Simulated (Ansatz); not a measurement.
`C/C(Cl)=C/F` + HBr → `F/C=C(/Cl)Br` + CH₄  (substitution at a C–C bond)

Isolated molecules relaxed with PBE0-D4/def2-TZVP in Ansatz; ΔE leaves out vibrations. CCSD(T)/CBS adds triple-zeta CCSD(T) − MP2 to the extrapolated MP2 energy (def2 sets, frozen cores). This one scheme is used for every species. Double bonds are as drawn, so ΔE can hold a change between cis and trans. Functionals use def2-TZVPP. B3LYP here is the variant with VWN-RPA as its local correlation; programs differ in this. For Br outer-core shells are correlated without core-valence functions, which leaves a few kJ/mol of doubt a bond. Scalar relativity is left out up to krypton.

`C/C(Cl)=C/F`:

```xyz
9

C     0.707    0.354    0.857
C    -0.459   -0.097    0.055
Cl   -1.950   -0.268    0.900
C    -0.395   -0.363   -1.241
F    -1.441   -0.767   -1.955
H     1.597    0.429    0.229
H     0.911   -0.347    1.670
H     0.513    1.333    1.304
H     0.517   -0.273   -1.819
```

HBr:

```xyz
2

Br   -0.547    0.379   -0.249
H     0.547   -0.379    0.249
```

`F/C=C(/Cl)Br`:

Cartesian coordinates in Å:
```
F -1.779 -0.300 0.140
C -0.656 0.375 -0.057
C 0.536 -0.201 0.023
Cl 1.953 0.715 -0.240
Br 0.741 -2.013 0.421
H -0.796 1.424 -0.286
```

CH₄:

Cartesian coordinates in Å:
```
C 0.000 0.000 0.000
H 0.413 0.584 0.822
H 0.228 0.492 -0.945
H -1.080 -0.080 0.117
H 0.440 -0.997 0.006
```

**Question.** Is it downhill or uphill in electronic energy at CCSD(T)/CBS, and by how much? (Estimate.)

**Answer.** Ansatz gave: Uphill: ΔE = +10.0 kcal/mol.

**Question.** What do these levels give: PBE-D4, PBE0-D4, B3LYP-D4, ωB97X-V, ωB97M-V, PBE0, HF/def2-TZVPP, CCSD/def2-TZVPP, CCSD(T)/def2-TZVPP, HF/CBS(def2), MP2/CBS(def2), CCSD/CBS(def2)? (An estimate is asked.)

**Answer.** The calculation gave: PBE-D4 8.0, PBE0-D4 9.7, B3LYP-D4 9.0, ωB97X-V 10.1, ωB97M-V 10.0, PBE0 9.9, HF/def2-TZVPP 13.1, CCSD/def2-TZVPP 10.8, CCSD(T)/def2-TZVPP 10.0, HF/CBS(def2) 13.3, MP2/CBS(def2) 8.9, CCSD/CBS(def2) 10.9 kcal/mol.

Largest T1 diagnostic among the species: 0.011.

In def2-TZVPP, CCSD(T) changes the Hartree–Fock value by −3.2 kcal/mol (the triples alone add −0.8 kcal/mol) and MP2 by −4.3 kcal/mol. From PBE to PBE0 (25 % exact exchange), in def2-TZVPP and without D4, ΔE moves by +1.7 kcal/mol.
